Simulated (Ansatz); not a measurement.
Born–Oppenheimer molecular dynamics of BClH2OSe (6 atoms, charge 0, multiplicity 1). It starts at the highest image of a converged band. Of that band: The profile has 2 maxima (images 2, 5) with wells between them (image 3): this band takes more than one step, which may be the mechanism or a detour left from its start path. A structure lower than the first end lies on the path between it and the top, so the climb from that side starts below the end, which may itself be a saddle point or a shallow side well. Neighbouring images differ by up to 2.6 eV, so the band resolves the path poorly. A vibrational analysis at the climbing image gives one clearly imaginary mode, 775i cm⁻¹: a first-order saddle point.

These are results of RKS B3LYP/def2-SVP (Ansatz), not measurements.

```yaml
ensemble: NVE (velocity Verlet)
time_step: 0.5 fs
steps_asked: 200
starting_velocities_drawn_for: 300 K
seed: 7792
```

First frame:

```xyz
6
Properties=species:S:1:pos:R:3
O 0.106 2.046 -0.750
Se 0.501 0.478 0.376
B 0.445 -1.454 0.510
Cl -0.080 -2.858 -0.326
H -0.609 1.813 -1.364
H -0.362 -0.026 1.554
```

Task: How far do the bonds stretch over the last three quarters of this one trajectory? (Pairs bonded in most of those frames.)

Result: 
```
  bond  mean (Å)  spread (Å)  shortest  longest
O1–Se2     1.871       0.086      1.74     1.99
 O1–H5     0.972       0.012      0.95     0.99
Se2–B3     1.984       0.112      1.80     2.16
B3–Cl4     1.834       0.157      1.62     2.08
 B3–H6     1.335       0.179      0.99     1.62
```

Mean temperature of the second half: 3513 K. The conserved energy stayed within 1.9 meV per atom of its start (net change 0.18 meV per atom), so the integration is sound. The system heated up, since it started high on the potential surface and ran downhill. A run of 0.1 ps of so small a system gives no equilibrium averages. The orbitals stay closed-shell, which can raise the energy where a bond breaks towards radicals; this wasn't checked here.

Time of the run: 5.6 min on 2 threads of Arm Neoverse V2 (shared host), peak memory 0.18 GiB.
